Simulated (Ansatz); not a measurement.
C₃H₉ClMgSi (SMILES C[Si](C)(C)[Mg][Cl]), singlet, geometry from GFN2-xTB (such geometries of metal compounds can be far from the true shape); B3LYP/def2-TZVPP in Ansatz (a quantum-chemistry and plane-wave program).

Input for Ansatz:
Ansatz 0.2 input:
```yaml
crystal:
  periodic: [false, false, false]
  atoms:
    - {symbol: Mg, position_ang: [0.50511673, 0.99162088, 0.45727816]}
    - {symbol: Cl, position_ang: [1.45985660, 2.72533090, 1.33018269]}
    - {symbol: Si, position_ang: [-0.55361619, -1.03454290, -0.50437779]}
    - {symbol: C, position_ang: [-2.44827190, -1.00448176, -0.21958494]}
    - {symbol: C, position_ang: [0.15932922, -2.60917977, 0.32269107]}
    - {symbol: C, position_ang: [-0.22400208, -1.13698597, -2.38920958]}
    - {symbol: H, position_ang: [-2.93343769, -1.88665494, -0.63140162]}
    - {symbol: H, position_ang: [-2.68216043, -0.96572406, 0.84226363]}
    - {symbol: H, position_ang: [-2.89917559, -0.13215207, -0.68790814]}
    - {symbol: H, position_ang: [-0.02129871, -2.60162258, 1.39563515]}
    - {symbol: H, position_ang: [1.23461103, -2.67643965, 0.17058022]}
    - {symbol: H, position_ang: [-0.28720465, -3.51574610, -0.07972322]}
    - {symbol: H, position_ang: [0.84333470, -1.17574488, -2.59661821]}
    - {symbol: H, position_ang: [-0.62779360, -0.26746285, -2.90348751]}
    - {symbol: H, position_ang: [-0.67754290, -2.02104312, -2.83187427]}
basis:
  gaussian:
    orbitals: def2-TZVPP
hamiltonian:
  xc: b3lyp
```

### Question
Predict the main parts of the log of this Ansatz run.

### Answer

```
Functional definition: B3LYP
1963 factors; their error is unknown
mean field evaluation 1: about -29089.9616 eV, gradient 9.2e1 eV
mean field evaluation 2: about -29069.9148 eV, gradient 1.2e2 eV
mean field evaluation 4: about -29109.2689 eV, gradient 5.6e0 eV
mean field evaluation 8: about -29109.3510 eV, gradient 6.9e-2 eV
mean field evaluation 16: about -29109.3874 eV, gradient 1.6e-4 eV
mean field -29109.38735707 eV, -1069.7502543209 hartree, gradient 1.7e-5 eV, S^2 0.000000; 0 other end points of the search recorded, 0 dependent functions left out
reference -29109.38772699 eV, -1069.7502679152 hartree; 35, 35 occupied and 300, 300 virtual orbitals, 1963 factors
Total energy: -29109.38772699 eV, -1069.7502679152 hartree
```
